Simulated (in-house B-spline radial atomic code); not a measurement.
Computed with a B-spline radial atomic code. Model: two electrons, singlet ground state, non-relativistic, full CI in B-splines with partial waves to l = 8 (at full coupling up to 3e-4 hartree above the limit, correlation up to 0.6 % small), density held at that of full coupling by Lieb maximisation.

Along the adiabatic connection the electron repulsion is scaled by a coupling λ while a local potential keeps the density fixed. At λ = 0 the system is the Kohn-Sham one and W equals the exchange energy; the exchange-correlation energy is the area under W between 0 and 1. The kinetic energy rises with λ as the electrons avoid each other, with dT/dλ = −λ dW/dλ.

Command:
```bash
python run_ac.py task.json out
```
Settings (lengths in bohr, energies in hartree):
```
potential              yukawa
strength               2.77
lmax                   8
second                 0.453
```

Cost of the run: 15 s on 1 thread of Intel(R) Xeon(R) Processor @ 2.30GHz (shared host).

**W = mean repulsion less Hartree energy, and W of three functionals.**

Given: confinement screened point charge; nuclear charge 2.77; screening of the nucleus 0.453 1/bohr; external potential -Z exp(-k r)/r.

Computed: PBE exchange minus exact 18.085 millihartree; SCAN exchange minus exact -6.4535 millihartree.

```csv
coupling,W xc (hartree),W xc minus exchange (millihartree),kinetic minus Kohn-Sham (millihartree),LDA (PW92) W minus its exchange (millihartree),PBE W minus its exchange (millihartree),SCAN W minus its exchange (millihartree)
0,-1.4594,0,0,0,0,0
0.02,-1.4613,-1.913,0,-12.7,-1.78,-1.83
0.05,-1.4641,-4.759,0.1,-26.28,-4.48,-4.51
0.12,-1.4707,-11.297,0.7,-50.96,-10.82,-10.61
0.25,-1.4824,-23.069,2.8,-86.1,-22.52,-21.41
0.4,?,?,?,?,?,?
0.6,-1.5119,-52.549,15.3,-153.88,-52.6,-48
0.8,?,?,?,?,?,?
1,-1.5421,-82.751,39.3,-210.13,-83.97,-74.91
1.4,-1.5691,-109.77,71.7,-254.68,-112.29,-98.91
2,-1.6047,-145.3,131.8,-308.39,-149.84,-130.59
3,-1.6534,-194.02,252.6,-376.73,-202.08,-174.66
4.5,-1.7089,-249.52,458.6,-451.05,-263.27,-226.33
7,-1.7724,-313.08,818.2,-535.62,-336.96,-288.21
10,-1.8221,-362.79,1235.6,-603.95,-398.76,-338.89
```

Problem. What belongs in the row 0.4?

Solution. W xc (hartree): -1.4954; W xc minus exchange (millihartree): -36.082; kinetic minus Kohn-Sham (millihartree): 7.1; LDA (PW92) W minus its exchange (millihartree): -118.39; PBE W minus its exchange (millihartree): -35.7; SCAN W minus its exchange (millihartree): -33.21.

Problem. What belongs in the row 0.8?

Solution. W xc (hartree): -1.5274; W xc minus exchange (millihartree): -68.081; kinetic minus Kohn-Sham (millihartree): 26.1; LDA (PW92) W minus its exchange (millihartree): -183.9; PBE W minus its exchange (millihartree): -68.69; SCAN W minus its exchange (millihartree): -61.86.

Problem. What is the LDA exchange minus exact?

Solution. 201.96 millihartree.

**Energy parts, natural occupations and partial-wave weights.**

Computed: exchange energy -1.4594 hartree; correlation energy -0.043419 hartree; kinetic part of the DFT correlation energy 0.039332 hartree; initial slope twice GL2 -0.09593 hartree; kinetic part over minus potential part 0.47531; Hartree energy 2.9187 hartree; Kohn-Sham kinetic 5.7646 hartree.

| natural | occupation of the shell (electrons) |
| --- | --- |
| s | 1.9915 |
| p | 0.0041359 |
| s | 0.0038547 |
| d | 0.00019329 |
| p | ? |
| s | 7.507e-05 |

Problem. What belongs in the row p?

Solution. occupation of the shell (electrons): 0.00014889.

```csv
wave,weight
s,0.99772
p,0.0021499
d,0.00010869
f,?
g,3.5591e-06
```

Problem. What belongs in the row f?

Solution. weight: 1.5323e-05.

Problem. What is the Lieb Oxford ratio E_xc over LDA exchange?

Solution. 1.1951.

Problem. What is the total energy?

Solution. -3.9074 hartree.

Half-way to full coupling W has made 54 % of its drop, against 50 % for a straight line, and second-order (GL2) theory, half the initial slope, overshoots the correlation energy by about 11 %: a moderate bend, as in light atoms. Over couplings 0 to 1 the errors in E_xc come to about +117 millihartree for LDA, +18 millihartree for PBE, -2.7 millihartree for SCAN, so SCAN is nearest. In LDA and PBE and SCAN the errors of exchange and correlation have opposite signs, so the sum is smaller than the larger of the two.
